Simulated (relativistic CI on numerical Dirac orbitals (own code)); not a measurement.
Ta3+ (5d2) in a crystal field

Calculated by Dirac-Coulomb-Breit CI, orbitals from a KLI potential per configuration, a model potential for QED, one configuration in a parametric crystal field, unscaled Slater integrals (own radial code). With so little scaling, terms lie 10 to 35 % too far apart, which can change the order of excited levels.

Field parameters in Wybourne normalisation: D3d B²₀ = −7Dσ, B⁴₀ = −14Dq − 21Dτ, B⁴₃ = −14√(10/7) Dq. The field is a parameter set, without covalency.

S and J are read from ⟨S²⟩ = S(S + 1) and ⟨J²⟩ = J(J + 1) of each level; they are not fictitious spins.

D3d, 10Dq = 40750, Dσ = -1200, Dτ = 240 cm⁻¹, the lowest 16 levels:

| E (cm⁻¹) | Degeneracy | Irrep | S | J |
| --- | --- | --- | --- | --- |
| 0.0 | 1 | A1 | 0.99 | 2.71 |
| 70.1 | 2 | E | 0.99 | 2.66 |
| 675 | 2 | E | 0.99 | 2.68 |
| 2873 | 2 | E | 1.00 | 3.29 |
| 3558 | 1 | A2 | 1.00 | 3.40 |
| 4101 | 1 | A1 | 0.99 | 3.60 |
| 11296 | 2 | E | 0.05 | 3.27 |
| 13144 | 2 | E | 0.05 | 3.15 |
| 13259 | 1 | A1 | 0.05 | 3.06 |
| 26993 | 1 | A1 | 0.04 | 2.84 |
| 40848 | 1 | A2 | 1.00 | 3.05 |
| 41133 | 2 | E | 1.00 | 3.10 |
| 41625 | 1 | A1 | 1.00 | 2.99 |
| 41990 | 1 | A2 | 1.00 | 3.29 |
| 42337 | 2 | E | 0.99 | 3.33 |
| 42874 | 2 | E | 1.00 | 3.45 |

D3d, 10Dq = 40750, Dσ = -980, Dτ = 240 cm⁻¹, the lowest 16 levels:

```csv
E (cm⁻¹),Degeneracy,Irrep,S,J
0.0,2,E,0.99,2.64
13.1,1,A1,0.99,2.70
276,2,E,0.99,2.68
2646,2,E,1.00,3.31
3114,1,A2,1.00,3.40
3783,1,A1,0.99,3.61
11477,2,E,0.05,3.25
12699,2,E,0.05,3.16
12775,1,A1,0.05,3.09
26584,1,A1,0.04,2.83
40665,1,A2,1.00,3.02
41037,2,E,1.00,3.08
41332,1,A1,1.00,3.01
41828,1,A2,1.00,3.34
42070,2,E,0.99,3.35
42513,2,E,1.00,3.45
```

D3d, 10Dq = 40750, Dσ = -760, Dτ = 240 cm⁻¹, the lowest 10 levels:

```csv
E (cm⁻¹),Degeneracy,Irrep,S,J
0.0,2,E,0.99,2.64
115,2,E,0.99,2.69
169,1,A1,0.99,2.70
2655,2,E,1.00,3.32
2854,1,A2,1.00,3.39
3683,1,A1,0.99,3.61
11831,2,E,0.04,3.24
12409,1,A1,0.05,3.11
12443,2,E,0.05,3.17
26424,1,A1,0.04,2.82
```

D3d, 10Dq = 40750, Dσ = -550, Dτ = 240 cm⁻¹, the lowest 10 levels:

```json
{"E (cm⁻¹)": "0.0", "Degeneracy": "2", "Irrep": "E", "S": "0.99", "J": "2.66"}
{"E (cm⁻¹)": "268", "Degeneracy": "2", "Irrep": "E", "S": "0.99", "J": "2.68"}
{"E (cm⁻¹)": "455", "Degeneracy": "1", "Irrep": "A1", "S": "0.99", "J": "2.71"}
{"E (cm⁻¹)": "2787", "Degeneracy": "1", "Irrep": "A2", "S": "1.00", "J": "3.38"}
{"E (cm⁻¹)": "2898", "Degeneracy": "2", "Irrep": "E", "S": "1.00", "J": "3.31"}
{"E (cm⁻¹)": "3808", "Degeneracy": "1", "Irrep": "A1", "S": "0.99", "J": "3.60"}
{"E (cm⁻¹)": "12184", "Degeneracy": "1", "Irrep": "A1", "S": "0.05", "J": "3.12"}
{"E (cm⁻¹)": "12268", "Degeneracy": "2", "Irrep": "E", "S": "0.04", "J": "3.19"}
{"E (cm⁻¹)": "12460", "Degeneracy": "2", "Irrep": "E", "S": "0.05", "J": "3.21"}
{"E (cm⁻¹)": "26512", "Degeneracy": "1", "Irrep": "A1", "S": "0.04", "J": "2.82"}
```

D3d, 10Dq = 40750, Dσ = -330, Dτ = 240 cm⁻¹, the lowest 16 levels:

```csv
E (cm⁻¹),Degeneracy,Irrep,S,J
0.0,2,E,0.99,2.67
429,2,E,0.99,2.70
730,1,A1,0.99,2.73
2744,1,A2,1.00,3.37
3229,2,E,1.00,3.30
4013,1,A1,0.99,3.59
11920,1,A1,0.05,3.14
12298,2,E,0.05,3.17
12956,2,E,0.04,3.22
26686,1,A1,0.04,2.81
40861,1,A2,1.00,3.00
41295,1,A1,0.99,3.05
41436,2,E,0.99,3.06
42245,2,E,1.00,3.41
42387,2,E,1.00,3.40
42404,1,A2,1.00,3.40
```

The free-ion ground term has S = 1. Every field shown keeps that spin.

Levels of this model without a field, named by their leading LS term: 3F_2 0, 3F_3 3691, 3F_4 7402, 1D_2 12863, 3P_0 12943, 3P_1 14647, 3P_2 18708, 1G_4 19675 cm⁻¹.
